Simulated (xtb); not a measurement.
Harmonic IR lines of one isomer of C₉H₆BNS, unscaled. All values below come from GFN2-xTB run with xtb 6.7.1.

```
wavenumber (cm⁻¹)  relative intensity
-----------------  ------------------
601                               3.5
773                               3.4
814                                68
821                                11
839                               4.6
1000                              4.7
1107                              9.4
1218                               28
1231                               11
1322                               27
1355                              3.6
1439                               11
1498                               20
2367                              100
2652                               35
2702                               40
3084                              3.0
3095                              9.0
3130                              5.1
```

Q: Which structure gives these lines?
(A) `Bc1ccc(C#N)c2ccsc12`
(B) `Bc1cc(C#N)c2sccc2c1`
(C) `Bc1c(C#N)ccc2sccc12`
(D) `Bc1c(C#N)ccc2ccsc12`

A: D, `Bc1c(C#N)ccc2ccsc12`
